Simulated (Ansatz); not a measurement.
Basis-set extrapolation for C3H6FNSi (`N=CC1(F)C[SiH2]1`) (PBE0-D4/def2-TZVP geometry, frozen core, the Gaussian-basis code of Ansatz). Multiplicity 1, RHF reference.

```json
{"": "HF", "def2-TZVPP": "-559.958108", "def2-QZVPP": "-559.979042"}
{"": "MP2 correlation", "def2-TZVPP": "-1.058326", "def2-QZVPP": "-1.136641"}
{"": "CCSD(T) correlation", "def2-TZVPP": "-1.144279", "def2-QZVPP": "not run"}
```

Energies in hartree. Use E(X) = E(∞) + A·exp(−7.88·√X) for Hartree–Fock and E(X) = E(∞) + B·X^(−2.97) for correlation, with X = 3 and 4, and add CCSD(T) minus MP2 of the smaller set to the MP2 limit.

Question: What is the CCSD(T) energy at the basis-set limit?

Answer: HF limit: -559.979042 + (-0.020934) × 0.13774 = -559.98193. MP2 limit: -1.136641 + (-0.078315) × 0.74074 = -1.19465. Higher-order term: -1.144279 − (-1.058326) = -0.08595. Total: -561.26253 hartree, 420.5 kJ/mol below CCSD(T)/def2-TZVPP.
